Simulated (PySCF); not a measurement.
Compound: C₅H₅ClFO₂ (doublet state).
SMILES with atom numbers: `[O:1]=[C:2](/[CH:3]=[C:4]\[Cl:5])[CH2:6][O:7][CH2:8][F:9]` (hydrogens: H10 on C3; H11, H12 on C6; H13, H14 on C8)

Cartesian coordinates in Å at the GFN2-xTB level; atoms count from 1:
```xyz
14
C5H5ClFO2 angstrom
O     -0.1393   -1.8488   -0.5258
C      0.5304   -0.8516   -0.4465
C      2.0026   -0.9373   -0.2253
C      2.8900    0.0182   -0.1071
Cl     2.9461    1.6601   -0.1277
C     -0.0445    0.5523   -0.5442
O     -1.4284    0.5656   -0.8305
C     -2.2458    0.1726    0.1963
F     -2.2064    1.0925    1.2252
H      2.3394   -1.9641   -0.1561
H      0.1671    1.0920    0.3891
H      0.4303    1.0805   -1.3744
H     -1.9716   -0.7933    0.6427
H     -3.2705    0.1608   -0.1875
```

The hyperfine couplings belong to this conformer and change with its torsions.

Level of theory: UKS B3LYP, pcH-1 on C Cl F H O, non-relativistic, mean-field spin-orbit, GIAO in PySCF. One conformer (not necessarily the lowest) at the GFN2-xTB geometry, without solvent, vibrations or thermal averaging. The geometry wasn't refined by DFT: couplings that depend on bond lengths, twists or pyramidal angles can differ widely from those at the functional's own minimum. Stability of the SCF solution: not tested.

Computed for the main isotopes (class means, splittings of 0.05 mT or more): g = 2.0041; H10 1H +85.2 MHz (3.04 mT); Cl5 35Cl +35.6 MHz (1.27 mT); 8 first-order lines, 6.84 mT wide.

(1) What changes when 1H at H10 is replaced by 2H?

(2) What changes when 35Cl at Cl5 is replaced by 37Cl?

(3) Give position and intensity of the satellites from 13C at C4.

(4) Where do the 13C satellites of C2 appear, and how strong are they?

(5) Give position and intensity of the satellites from 13C at C3.

Answers

(1) The spin density stays the same (vibrational effects aside), so a scales with the nuclear g factor: 0.85744/5.58569 = 0.1535, so a goes from +85.2 to +13.1 MHz (0.466 mT). The spin goes from 1/2 to 1, so the 1:1 doublet becomes a 1:1:1 triplet. The spectrum then has 12 first-order lines over 4.74 mT.

| offset from centre (mT) | relative intensity |
| --- | --- |
| -2.37 | 1 |
| -1.90 | 1 |
| -1.44 | 1 |
| -1.10 | 1 |
| -0.63 | 1 |
| -0.17 | 1 |
| +0.17 | 1 |
| +0.63 | 1 |
| +1.10 | 1 |
| +1.44 | 1 |
| +1.90 | 1 |
| +2.37 | 1 |

(2) At a fixed geometry a is proportional to g_N: 0.45608/0.54792 = 0.8324, so a goes from +35.6 to +29.6 MHz (1.055 mT). Both isotopes have I = 3/2, so the 1:1:1:1 quartet keeps its form. The spectrum then has 8 first-order lines over 6.20 mT.

(3) a = +448.8 MHz, or 16.00 mT in magnitude, and I = 1/2, so to first order each main line has two satellites, at ±8.00 mT. The isotope's abundance is about 1.07 %, shared among 2 lines, so each has 0.54 % of the main line's intensity. At 340 mT second-order shifts move them to lower field by up to 0.19 mT.

(4) a = +64.1 MHz, or 2.29 mT in magnitude, and I = 1/2, so to first order each main line has two satellites, at ±1.14 mT. The isotope's abundance is about 1.07 %, shared among 2 lines, so each has 0.54 % of the main line's intensity.

(5) a = +11.0 MHz, or 0.39 mT in magnitude, and I = 1/2, so to first order each main line has two satellites, at ±0.20 mT. The isotope's abundance is about 1.07 %, shared among 2 lines, so each has 0.54 % of the main line's intensity.

Main isotope only: 35Cl (natural samples also hold 24 % 37Cl, magnetic too, which adds its own pattern).

The run took 1.7 min (grids of density and orbitals included) on Arm Neoverse V2, one thread, shared host with 96 logical CPUs at a one-minute load of 46, and the process peaked at 0.97 GiB of memory.
